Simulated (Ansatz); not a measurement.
`O=C=[N][Al]([Cl])[Cl]` + H₂ → `O=C=[N][AlH][Cl]` + HCl at 700 K and 1 bar (hydrogenolysis of the Al–Cl bond).

Gas-phase electronic energies from Ansatz, PBE0-D4/def2-TZVP geometries. CCSD(T)/CBS is the MP2 limit (def2-TZVPP, def2-QZVPP) plus CCSD(T) − MP2 in def2-TZVPP, frozen cores. This one scheme is used for every species. One conformer a species, not always the lowest.

```json
{"species": "`O=C=[N][Al]([Cl])[Cl]`", "CCSD(T)/CBS energy (Eh)": "-1329.69600", "H − E (kJ/mol)": "109.9", "S (J/(mol·K))": "462.2"}
{"species": "H₂", "CCSD(T)/CBS energy (Eh)": "-1.17544", "H − E (kJ/mol)": "46.8", "S (J/(mol·K))": "155.3"}
{"species": "`O=C=[N][AlH][Cl]`", "CCSD(T)/CBS energy (Eh)": "-870.43852", "H − E (kJ/mol)": "117.0", "S (J/(mol·K))": "424.5"}
{"species": "HCl", "CCSD(T)/CBS energy (Eh)": "-460.38127", "H − E (kJ/mol)": "38.4", "S (J/(mol·K))": "211.8"}
```

H − E and S are ideal-gas, rigid-rotor, harmonic terms from PBE0-D4/def2-TZVP, for one conformer and one mirror image of each species. The MP2-based limit puts H₂ 0.8 mEh under its directly extrapolated value; such offsets cancel only in part. 1 Eh = 2625.50 kJ/mol, R = 8.31446 J/(mol·K).

Problem. By hand: ΔE, ΔH, ΔS and ΔG.

Solution. ΔE = (-870.43852) + (-460.38127) − (-1329.69600) − (-1.17544) = 0.05165 Eh = 135.6 kJ/mol. Δ(H − E) = 117.0 + 38.4 − 109.9 − 46.8 = -1.3, so ΔH = 134.3 kJ/mol. ΔS = 424.5 + 211.8 − 462.2 − 155.3 = 18.8 J/(mol·K). ΔG = 134.3 − 700 × (18.8)/1000 = 121.1 kJ/mol.

Problem. By hand: the equilibrium constant, and the temperature at which ΔG would vanish if ΔH and ΔS stayed fixed.

Solution. log₁₀ K = −ΔG/(RT ln 10) = -9.0. ΔG = 0 at ΔH/ΔS = 7144 K, far beyond where these terms or the molecules hold.

ΔH outweighs TΔS. A doubt of 5 kJ/mol in ΔE shifts log₁₀ K by 0.4 here. Other conformers and mirror images would add mixing entropy, several J/(mol·K) or more a flexible species. Modes under 60 cm⁻¹, often nearly free rotors, make the harmonic entropy too high. These are equilibria of isolated gas molecules and say nothing of rates. Largest T1 diagnostic: 0.015 (customary marks: 0.02 for closed shells, 0.045 for open ones).
